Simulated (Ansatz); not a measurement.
Two isomers of C2H6GeOS: A = `C[O][Ge][S]C`, B = `[CH3][GeH2][O]C=S`.

Program: Ansatz. Geometries: PBE0-D4/def2-TZVP. ΔE: electronic, gas phase. CCSD(T)/CBS is the MP2 limit (def2-TZVPP, def2-QZVPP) plus CCSD(T) − MP2 in def2-TZVPP, frozen cores. Functionals use def2-TZVPP. B3LYP here is the variant with VWN-RPA as its local correlation; programs differ in this. For Ge outer-core shells are correlated without core-valence functions, which leaves a few kJ/mol of doubt a bond. Scalar relativity is left out up to krypton. One conformer a species, not always the lowest.

Which isomer does CCSD(T)/CBS put lower? Give the gap. (An estimate is asked.)

Computed: A, by 82.8 kJ/mol.

Give E(B) − E(A) in kJ/mol with PBE0-D4, ωB97M-V, MP2/def2-TZVPP, B3LYP, PBE-D4, CCSD/def2-TZVPP, B2PLYP. (An estimate is asked.)

Ansatz gave: PBE0-D4 87.7, ωB97M-V 87.6, MP2/def2-TZVPP 64.1, B3LYP 91.0, PBE-D4 92.3, CCSD/def2-TZVPP 68.9, B2PLYP 80.2. None reverses the order clearly.

Largest T1 diagnostic: 0.015.

In def2-TZVPP, CCSD(T) changes the Hartree–Fock value by −3.7 kJ/mol (the triples alone add −2.5 kJ/mol) and MP2 by −6.0 kJ/mol. From PBE to PBE0 (25 % exact exchange), in def2-TZVPP and without D4, E(B) − E(A) moves by −4.2 kJ/mol.
